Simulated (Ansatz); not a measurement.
Compare A (`O=CNC(F)[SiH3]`) with its isomer B (`C=NC(F)O[SiH3]`).

Program: Ansatz. Geometries: PBE0-D4/def2-TZVP. ΔE: electronic, gas phase. CBS: MP2 limit from def2 TZ/QZ plus the TZ coupled-cluster correction, frozen cores. DFT in def2-TZVPP. B3LYP here is the variant with VWN-RPA as its local correlation; programs differ in this. Each species was taken in one conformer, which may not be the lowest.

Q: Which is lower in electronic energy at CCSD(T)/CBS, and by how much? (Best estimate.)

A: The calculation gave: B, by 9.5 kcal/mol.

Q: Give E(B) − E(A) in kcal/mol with MP2/def2-TZVPP, PBE-D4, B3LYP, HF/def2-TZVPP, B3LYP-D4, CCSD(T)/def2-TZVPP, B2PLYP. (Best estimate.)

A: Ansatz gave: MP2/def2-TZVPP -9.1, PBE-D4 -1.7, B3LYP -5.8, HF/def2-TZVPP -12.2, B3LYP-D4 -6.2, CCSD(T)/def2-TZVPP -9.9, B2PLYP -7.3. None reverses the order clearly.

Largest T1 diagnostic: 0.015.

From PBE to PBE0 (25 % exact exchange), in def2-TZVPP and without D4, E(B) − E(A) moves by −2.5 kcal/mol. In def2-TZVPP, CCSD(T) changes the Hartree–Fock value by +2.3 kcal/mol (the triples alone add +0.6 kcal/mol) and MP2 by +3.1 kcal/mol.
